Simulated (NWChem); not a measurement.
System meant: CH₆SSi; SMILES CS[SiH3]

The following NWChem deck was run.

```
start job
memory heap 200 mb stack 900 mb global 1100 mb
geometry units angstroms noautosym nocenter noautoz
  Si     0.153505     1.346889     0.000236
  S     -0.719478    -0.607201     0.000171
  C      0.789058    -1.629718     0.001306
  H     -0.988436     2.305423    -0.001004
  H      1.005074     1.567165     1.210952
  H      1.007053     1.566371    -1.209231
  H      1.395637    -1.454555    -0.898857
  H      0.458142    -2.677114     0.002871
  H      1.396123    -1.452042     0.900651
end
basis spherical
  Si library def2-svp
  S library def2-svp
  C library def2-svp
  H library def2-svp
end
dft
  xc m06-2x
  iterations 150
end
property
  shielding 7 1 2 3 4 5 7 8
end
task dft property
```

End of the output:

```
 Vector   24  Occ=0.000000D+00  E= 9.654956D-02
              MO Center=  3.4D-02,  1.2D+00,  2.3D-04, r^2= 4.1D+00
   Bfn.  Coefficient  Atom+Function         Bfn.  Coefficient  Atom+Function
  ----- ------------  ---------------      ----- ------------  ---------------
    13      1.550651  1 Si pz                57     -1.099074  5 H  s
    62      1.097024  6 H  s                 31     -0.335438  2 S  pz
    10      0.200951  1 Si pz                17      0.158241  1 Si d  1
    56     -0.146186  5 H  s                 61      0.146008  6 H  s
     7     -0.125899  1 Si pz                45     -0.123729  3 C  pz

 center of mass
 --------------
 x =  -0.11951617 y =  -0.03474743 z =   0.00080356

 moments of inertia (a.u.)
 ------------------
         431.222472988843           0.766306206910          -0.057727800740
           0.766306206910         128.972869004720           0.093204048685
          -0.057727800740           0.093204048685         527.460360387016

     Multipole analysis of the density
     ---------------------------------

     L   x y z        total         alpha         beta         nuclear
     -   - - -        -----         -----         ----         -------
     0   0 0 0     -0.000000    -21.000000    -21.000000     42.000000

     1   1 0 0      0.565152      0.617659      0.617659     -0.670167
     1   0 1 0     -0.092634      0.692405      0.692405     -1.477444
     1   0 0 1      0.000385     -0.018004     -0.018004      0.036392

     2   2 0 0    -26.986271    -48.232694    -48.232694     69.479117
     2   1 1 0     -1.425310      3.289071      3.289071     -8.003452
     2   1 0 1      0.001095     -0.016071     -0.016071      0.033238
     2   0 2 0    -24.284689   -135.072856   -135.072856    245.861022
     2   0 1 1     -0.001889      0.028822      0.028822     -0.059534
     2   0 0 2    -27.300471    -21.770445    -21.770445     16.240419

          -----------------------------------------
          Chemical Shielding Tensors (GIAO, in ppm)
          -----------------------------------------

 ------------------------------------------------------------------------
  xm06: d2 not coded                    0
 ------------------------------------------------------------------------
 ------------------------------------------------------------------------
  current input line :
    27: task dft property
 ------------------------------------------------------------------------
 ------------------------------------------------------------------------
 This error has not yet been assigned to a category
 ------------------------------------------------------------------------
 For more information see the NWChem manual at https://nwchemgit.github.io

0: xm06: d2 not coded:Received an Error in Communication
```

Problem. Can this run be used? If not, why, and what is the fix?

Solution. The run crashed. Cause: this functional's second derivatives, which shieldings need, aren't coded here; the fix takes a hybrid GGA instead. This input runs:
```
start job
memory heap 200 mb stack 900 mb global 1100 mb
geometry units angstroms noautosym nocenter noautoz
  Si     0.153505     1.346889     0.000236
  S     -0.719478    -0.607201     0.000171
  C      0.789058    -1.629718     0.001306
  H     -0.988436     2.305423    -0.001004
  H      1.005074     1.567165     1.210952
  H      1.007053     1.566371    -1.209231
  H      1.395637    -1.454555    -0.898857
  H      0.458142    -2.677114     0.002871
  H      1.396123    -1.452042     0.900651
end
basis spherical
  Si library def2-svp
  S library def2-svp
  C library def2-svp
  H library def2-svp
end
dft
  xc pbe0
  iterations 150
end
property
  shielding 7 1 2 3 4 5 7 8
end
task dft property
```
It converges to -728.84893 Ha (PBE0/def2-SVP, GIAO).
